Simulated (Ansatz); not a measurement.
# An input for triplet CHBrF2

CHBrF2 has 5 atoms, charge 0, and is taken as a triplet. SMILES of the parent species: `FC(F)Br`. Geometry: relaxed at PBE0-D4/def2-TZVP. That shape belongs to the parent species and isn't relaxed for this state.

```xyz
5

F     0.1743   -0.6239    1.2011
C     0.1418    0.0192    0.0350
F     0.7079   -0.7538   -0.8905
Br   -1.6954    0.3897   -0.4567
H     0.6714    0.9687    0.1111
```

Settings wanted:

```yaml
basis_set: STO-3G
core_potential: none
task: energy
method: HF
reference: UHF
relativity: none
accuracy: high
```

Task: Write the Ansatz 0.2.0 input and the command.

Result: One that was run (others would do as well):

molecule.yaml:
```yaml
crystal:
  periodic: [false, false, false]
  atoms:
    - {symbol: F, position_ang: [0.174340, -0.623850, 1.201130]}
    - {symbol: C, position_ang: [0.141760, 0.019230, 0.034970]}
    - {symbol: F, position_ang: [0.707870, -0.753840, -0.890480]}
    - {symbol: Br, position_ang: [-1.695370, 0.389750, -0.456680]}
    - {symbol: H, position_ang: [0.671400, 0.968700, 0.111060]}
basis:
  gaussian: {orbitals: STO-3G}
magnetization: {spin_polarized: true, initial_magnetization: 2}
hamiltonian: {xc: hf}
accuracy: high
output: {orbitals: {seedname: orbitals}}
```

```bash
$ ansatz run molecule.yaml --threads 1 --pin off --max-ram 3480MiB --events-out events.jsonl --progress --plain --runs-dir runs
```

Calculated total energy: -2778.46745 Eh.
